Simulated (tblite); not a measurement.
Species: C5H12ClFSi2.
Structure used (GFN2-xTB), in Å, numbered top down from 1:
```xyz
21
C5H12ClFSi2 angstrom
C     -3.299    1.165   -0.630
C     -2.007    0.846    0.112
C     -1.717   -0.656    0.112
Si    -0.122   -1.118    1.032
Cl     0.096   -3.132    1.085
C      1.400   -0.414    0.130
F      1.106    0.398   -0.929
C      2.682   -0.605    0.416
Si     4.093    0.177   -0.565
H     -4.144    0.665   -0.161
H     -3.234    0.833   -1.664
H     -3.487    2.236   -0.625
H     -1.181    1.377   -0.362
H     -2.082    1.202    1.142
H     -2.564   -1.179    0.562
H     -1.661   -0.999   -0.925
H     -0.108   -0.630    2.414
H      2.893   -1.251    1.254
H      5.332   -0.064    0.176
H      4.152   -0.447   -1.888
H      3.840    1.613   -0.687
```

Computed values, GFN2-xTB/tblite, gas phase, harmonic and unscaled. The method is semi-empirical: single wavenumbers can be off by several per cent or more. Modes of hydrogen on silicon can be 10 to 20 % off. One conformer, not necessarily the lowest. The optimisation stopped once no atom felt more than 0.01 eV/Å.

Lowest wavenumbers of the output (negative numbers stand for imaginary wavenumbers):
```
mode    cm-1
  1     -20.7
  2      31.7
  3      53.0
  4      64.7
  5      73.5
  6      91.9
  7     108.8
  8     152.4
```

**Question.** Is this structure a minimum?

**Answer.** Not by this Hessian. 1 mode is imaginary beyond 20i (21i cm⁻¹), so at this level the point lies at or near a first-order saddle. The curvature is small, so loose convergence or finite differences may be the whole cause.

**Question.** Which atoms move in the imaginary mode?

**Answer.** 21i: F7 (vinyl fluorine) 56 %, C8 (alkene CH carbon) 11 %. These are shares of the mass-weighted motion.

**Question.** What is the remedy?

**Answer.** Step along that mode in both directions, optimise again with tighter thresholds and repeat the frequencies. The zero-point energy of this point (94.6 kcal/mol) counts the 56 real modes alone, and thermal corrections from it aren't those of a minimum.
